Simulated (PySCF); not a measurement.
[Tb4O4]4+: one run

[Tb4O4]4+ (singlet in the valence; each metal's 4f electrons, 8 of them, lie in its core potential, out of spins and levels). PySCF 2.14.0, RKS BP86, Tb lcecp-1-SVP with ECP54, O def2-SVP; non-relativistic Hamiltonian with scalar-relativistic core potentials where named; density fitting; no spin-orbit coupling. Purpose: all atoms moved at random, sigma 0.03 A.

```python
mol = gto.M(atom='''
Tb     1.16931     1.20558     1.22740
Tb     1.20962    -1.22242    -1.19638
Tb    -1.19183     1.22521    -1.18999
Tb    -1.21564    -1.24001     1.20491
O      0.97335     0.95828    -0.99020
O      0.93183    -0.95288     0.96359
O     -0.95158     0.97755     0.95337
O     -0.92505    -0.95132    -0.97271''',
    basis={'Tb': 'lcecp-1-SVP', 'O': 'def2-SVP'},
    ecp={'Tb': 'lcecp-1-SVP'},
    charge=4, spin=0)
mf = dft.RKS(mol, xc='B88,P86')
mf.grids.atom_grid = (50, 194)  # f atoms: unpruned, at least (60, 302)
mf = mf.density_fit()  # fitting sets: Tb AutoAux, O def2-universal-JKFIT
mf.conv_tol = 1e-08; mf.max_cycle = 55
mf.kernel(dm0)  # dm0: converged density of the relaxed state
mf.nuc_grad_method().kernel()
```

Run from Python with OMP_NUM_THREADS=4; the lines above give its settings. Where DIIS fails, smearing, a level shift and second-order steps follow.
It took 16 s on 4 threads of AMD EPYC 9R45 96-Core Processor (Zen 5) (shared host), from an already converged density.

Question: Where do the frontier levels lie, over both spins?

Answer: HOMO -22.94 eV, LUMO -18.25 eV. The 4f levels lie in the core potential and are missing.

Question: What are the Mulliken charges and spins?

Answer: 
| atom | charge (e) | spin (e) |
| --- | --- | --- |
| Tb1 | 1.621 | 0.000 |
| Tb2 | 1.630 | 0.000 |
| Tb3 | 1.623 | 0.000 |
| Tb4 | 1.645 | 0.000 |
| O5 | -0.628 | 0.000 |
| O6 | -0.631 | 0.000 |
| O7 | -0.628 | 0.000 |
| O8 | -0.631 | 0.000 |
The spin of the 4f electrons in the core isn't counted.

Question: What forces act on the atoms (eV/Å)?

Answer: 
```
Tb   0.62  0.28 -0.06
Tb   0.36  0.09 -0.39
Tb  -0.09  0.13 -0.59
Tb  -0.06  0.20 -0.16
O    0.00  0.06  0.39
O    0.12 -0.29  0.33
O   -0.41 -0.21  0.29
O   -0.54 -0.26  0.18
```
Forces carry noise of the integration grid, about 0.01 to 0.03 eV/Å.

Question: How does its energy compare with the relaxed singlet of charge +4 in vacuum?

Answer: It lies 0.055 eV higher.

An lcecp potential fixes the number of 4f electrons, so in runs with it no electron can move into or out of that shell.
